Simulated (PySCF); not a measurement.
A structure optimised at r2SCAN-D4/def2-SVP, used in a PySCF frequency run:

```xyz
7

Mg     0.0000     0.0000     0.7318
F      0.0000     0.0000     2.4946
O      0.0000     0.0000    -1.0332
C      0.0000     0.0000    -2.4137
H     -0.8907    -0.5142    -2.8285
H      0.8907    -0.5142    -2.8285
H      0.0000     1.0285    -2.8285
```

### Question
Write its SMILES, formula and point group.

### Answer
C[O][Mg][F], CH₃FMgO, C3v

### Question
What are its rotational constants (standard atomic weights)?

### Answer
157.99, 2.0846, 2.0846 GHz
